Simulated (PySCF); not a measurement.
Compound: C₉H₁₂.
SMILES with atom numbers: `[CH3:1][C:2]#[C:3]/[CH:4]=[CH:5]\[CH:6]1[CH2:7][CH2:8][CH2:9]1` (hydrogens: H10, H11, H12 on C1; H13 on C4; H14 on C5; H15 on C6; H16, H17 on C7; H18, H19 on C8; H20, H21 on C9)

Computed by this run: PySCF 2.14.0, PBE0-D3(BJ)/def2-SVP geometry optimisation, gas phase; density fitting, grid level 1; the optimiser is geomeTRIC in internal coordinates, started from a GFN2-xTB structure with every atom displaced at random (about 0.01 Å).

Step 0: E = -9507.9426 eV
```
atom  x, y, z in Å  |  force x, y, z in eV/Å
C1      2.0430   -2.9822   -1.9839   -1.195   1.582   0.202
C2      1.9315   -1.6278   -1.4386    0.178  -1.390  -0.516
C3      1.8393   -0.5171   -0.9829    0.389   0.843   0.312
C4      1.8353    0.7928   -0.4475   -2.771  -0.887   0.522
C5      0.7411    1.2908    0.1796    0.472   0.017  -0.043
C6     -0.5318    0.5757    0.4280    0.520  -0.291  -0.151
C7     -1.0573    0.5819    1.8797   -0.270   0.571  -0.233
C8     -2.4305    1.0133    1.3512   -0.937  -0.167   0.880
C9     -1.8253    1.2918    0.0009   -0.284  -0.421  -1.151
H10     2.4849   -2.9275   -2.9637    0.439  -0.219  -0.757
H11     2.6150   -3.5940   -1.3272    0.768  -0.889   0.654
H12     1.0326   -3.3896   -2.0738   -0.154  -0.339  -0.103
H13     2.6694    1.3944   -0.5946    1.884   1.263  -0.248
H14     0.7694    2.3146    0.5728    0.145   0.059  -0.073
H15    -0.4626   -0.4513    0.0273   -0.081   0.147   0.009
H16    -1.0222   -0.3527    2.4138    0.149  -0.686   0.407
H17    -0.5899    1.3599    2.4892    0.190   0.130   0.157
H18    -2.9132    1.8670    1.8589    0.035  -0.121  -0.008
H19    -3.1630    0.1798    1.3400    0.182   0.215  -0.019
H20    -2.3536    0.8545   -0.8712    0.194   0.116   0.166
H21    -1.6833    2.3480   -0.2160    0.147   0.467  -0.006
```

Q: Estimate the geometry and energy of step 1. (The exact step hangs on the optimiser's Hessian estimate; all steps are aligned on step 0, rigid shifts and turns removed.)

A: E = -9508.1459 eV, largest force 0.971 eV/Å
```
atom  x, y, z in Å  |  force x, y, z in eV/Å
C1      2.0668   -3.0092   -2.0455    0.186  -0.175   0.086
C2      1.9458   -1.6757   -1.4905    0.037   0.094   0.000
C3      1.8568   -0.5554   -1.0254   -0.099  -0.125   0.012
C4      1.7848    0.7509   -0.4790    0.784   0.565  -0.091
C5      0.7575    1.2757    0.2095   -0.256  -0.033   0.016
C6     -0.5357    0.6085    0.4967   -0.046   0.055   0.017
C7     -1.1039    0.6765    1.9389    0.000  -0.185   0.075
C8     -2.4956    0.9963    1.3641    0.062   0.049  -0.072
C9     -1.8306    1.3191    0.0126    0.024   0.000   0.062
H10     2.5797   -2.9902   -3.0234   -0.032  -0.021   0.094
H11     2.6475   -3.6686   -1.3670   -0.124   0.133  -0.190
H12     1.0783   -3.4683   -2.1910   -0.045  -0.046  -0.020
H13     2.6796    1.3990   -0.6353   -0.458  -0.415   0.059
H14     0.8588    2.3066    0.5682    0.016   0.020   0.017
H15    -0.5058   -0.4302    0.1344   -0.004  -0.015   0.004
H16    -1.0109   -0.2432    2.5419    0.042   0.124  -0.025
H17    -0.6737    1.5112    2.5142   -0.009   0.023  -0.024
H18    -3.0716    1.7998    1.8463   -0.010  -0.014   0.008
H19    -3.1317    0.1025    1.3050   -0.051  -0.043   0.014
H20    -2.2953    0.9189   -0.8979   -0.035  -0.027  -0.073
H21    -1.6719    2.3981   -0.1348    0.018   0.036   0.034
```

The energy changes by -0.2033 eV. The first-order estimate −F·Δx gives -0.4935 eV and the mean of the old and new forces, exact on a quadratic surface, -0.2105 eV. The step makes an angle of 79° with the force vector and moves no atom by more than 0.175 Å.

The cost below is that of the whole optimisation. The run took 3.1 min of wall time on Arm Neoverse V1, one thread (shared host), and the process peaked at 0.87 GiB of memory.
